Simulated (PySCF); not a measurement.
Computed IR spectrum (relative IR intensity) of a molecule C3H7BF2O. Geometry optimised at PBE-D3(BJ)/def2-SVP. One conformer was computed; it need not be the lowest. The numbers are results of PBE-D3(BJ)/def2-SVP in PySCF, not measurements. Harmonic, unscaled wavenumbers; measured fundamentals usually lie a few per cent lower.

ν (cm⁻¹): 102 (w), 151 (w), 318 (vs), 387 (m), 409 (w), 527 (m), 802 (w), 884 (w), 967 (w), 1021 (s), 1049 (m), 1076 (vs), 1138 (vw), 1186 (m), 1199 (w), 1246 (vs), 1268 (m), 1322 (vw), 1354 (s), 1376 (vw), 1393 (m), 1423 (w), 1446 (m), 2848 (m), 2929 (m), 2957 (m), 2973 (w), 3042 (m), 3078 (w), 3689 (w) (against the strongest line: vs over 80 %, s over 45 %, m over 15 %, w over 4 %, vw less)

Problem. Identify the compound among the candidates.
A) CCOCB(F)F
B) CCCOB(F)F
C) CC[C@H](O)B(F)F
D) C[C@@H](O)B(F)CF

Solution. D, C[C@@H](O)B(F)CF
